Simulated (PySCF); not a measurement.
C2H8FNSi.
Structure used (PBE0-D3(BJ)/def2-SVP), in Å, numbered top down from 1:
```
atom  x, y, z in Å
C1    -1.717    0.637    0.103
N2    -1.012   -0.533   -0.366
Si3    0.673   -0.686   -0.628
C4     1.654    0.120    0.731
F5     1.173    0.028   -2.015
H6    -2.504    0.374    0.830
H7    -2.190    1.220   -0.708
H8    -1.021    1.313    0.622
H9    -1.612   -1.225   -0.800
H10    0.948   -2.137   -0.805
H11    1.456    1.202    0.782
H12    1.424   -0.323    1.711
H13    2.731   -0.003    0.538
```

Computed with PBE0-D3(BJ)/def2-SVP geometry optimisation, gas phase (PySCF 2.14.0).

Take the most abundant isotopes and a rigid rotor. The values belong to one conformer with, in the numbering `[CH3:1][NH:2][Si@H:3]([CH3:4])[F:5]`, C1–N2–Si3–C4 42°.

Problem. Give the principal moments of inertia and the rotational constants in GHz.

Solution. Ia = 99.15, Ib = 177.93, Ic = 222.69 u·Å²; 505379 MHz·u·Å²/I gives 5097, 2840 and 2269 MHz, that is A = 5.0971, B = 2.8403, C = 2.2694 GHz.

Problem. What kind of rotor is it?

Solution. An asymmetric top. Ray's parameter κ = (2B − A − C)/(A − C) = -0.596; −1 is the prolate and +1 the oblate limit.

Problem. Is it planar, by Δ = Ic − Ia − Ib?

Solution. Not planar: Δ = Ic − Ia − Ib = -54.39 u·Å². For a rigid frame Δ = −2 Σ m c², so Σ m c² = 27.20 u·Å² lies off the ab plane: 9.25 from hydrogen and 17.95 from heavier atoms. The atom farthest from that plane is 1.82 Å away.

Problem. Give the other two planar moments, Paa and Pbb, and the rms extents of the mass along the axes.

Solution. Paa = Σ m a² = (Ib + Ic − Ia)/2 = 150.73 and Pbb = Σ m b² = (Ia + Ic − Ib)/2 = 71.95 u·Å². With the mass M = 93.04 u, the rms extents √(P/M) along a, b and c are 1.27, 0.88, 0.54 Å.

Problem. Predict some low-J microwave lines.

Solution. The dipole components are |μa| = 1.74 D, |μb| = 1.03 D, |μc| = 0.42 D. Intensities carry the squares of the components, which stand as 1.00 : 0.35 : 0.06 (a : b : c). Some of the stronger lines:

```json
{"type": "a", "branch": "Q", "J(Ka,Kc)": "3(2,1) ← 3(2,2)", "MHz": "460", "lower level (cm⁻¹)": "1.362"}
{"type": "a", "branch": "Q", "J(Ka,Kc)": "2(1,1) ← 2(1,2)", "MHz": "1713", "lower level (cm⁻¹)": "0.568"}
{"type": "b", "branch": "Q", "J(Ka,Kc)": "1(1,0) ← 1(0,1)", "MHz": "2828", "lower level (cm⁻¹)": "0.170"}
{"type": "a", "branch": "Q", "J(Ka,Kc)": "3(1,2) ← 3(1,3)", "MHz": "3415", "lower level (cm⁻¹)": "1.048"}
{"type": "b", "branch": "Q", "J(Ka,Kc)": "2(1,1) ← 2(0,2)", "MHz": "3494", "lower level (cm⁻¹)": "0.508"}
{"type": "a", "branch": "R", "J(Ka,Kc)": "1(0,1) ← 0(0,0)", "MHz": "5110", "lower level (cm⁻¹)": "0.000"}
{"type": "b", "branch": "Q", "J(Ka,Kc)": "3(2,1) ← 3(1,2)", "MHz": "6439", "lower level (cm⁻¹)": "1.162"}
{"type": "b", "branch": "Q", "J(Ka,Kc)": "2(2,0) ← 2(1,1)", "MHz": "6866", "lower level (cm⁻¹)": "0.625"}
{"type": "b", "branch": "R", "J(Ka,Kc)": "1(1,1) ← 0(0,0)", "MHz": "7367", "lower level (cm⁻¹)": "0.000"}
{"type": "b", "branch": "R", "J(Ka,Kc)": "2(0,2) ← 1(1,1)", "MHz": "7867", "lower level (cm⁻¹)": "0.246"}
{"type": "a", "branch": "R", "J(Ka,Kc)": "2(1,1) ← 1(1,0)", "MHz": "10790", "lower level (cm⁻¹)": "0.265"}
{"type": "b", "branch": "R", "J(Ka,Kc)": "2(1,2) ← 1(0,1)", "MHz": "11905", "lower level (cm⁻¹)": "0.170"}
{"type": "b", "branch": "Q", "J(Ka,Kc)": "3(3,1) ← 3(2,2)", "MHz": "12767", "lower level (cm⁻¹)": "1.362"}
{"type": "a", "branch": "R", "J(Ka,Kc)": "3(1,2) ← 2(1,1)", "MHz": "16120", "lower level (cm⁻¹)": "0.625"}
{"type": "b", "branch": "R", "J(Ka,Kc)": "2(2,1) ← 1(1,0)", "MHz": "17561", "lower level (cm⁻¹)": "0.265"}
{"type": "b", "branch": "R", "J(Ka,Kc)": "2(2,0) ← 1(1,1)", "MHz": "18227", "lower level (cm⁻¹)": "0.246"}
{"type": "b", "branch": "R", "J(Ka,Kc)": "3(2,2) ← 2(1,1)", "MHz": "22100", "lower level (cm⁻¹)": "0.625"}
{"type": "b", "branch": "R", "J(Ka,Kc)": "3(3,1) ← 2(2,0)", "MHz": "28001", "lower level (cm⁻¹)": "0.854"}
```

Problem. Estimate the classical rotational partition function at 10 K, 50 K and 298.15 K.

Solution. Point group C1, symmetry number σ = 1; q = (√π/σ)·√((kT/h)³/(ABC)), k/h = 20836.6 MHz/K: 930 at 10 K, 10400 at 50 K, 151000 at 298.15 K.

Not checked by PBE0-D3(BJ)/def2-SVP frequencies. No vibrational averaging or centrifugal distortion is included, and the geometry carries the error of its method. A rigid rotor knows nothing of inversion at nitrogen or internal rotation, which can split or shift real lines. Quadrupole hyperfine structure (14N) is left out.

Hardware: an Intel Xeon Platinum 8175M at 2.50 GHz with one thread (shared host). Cost: 1.8 min wall, 0.49 GiB resident at most. That covers the optimisation of the geometry.
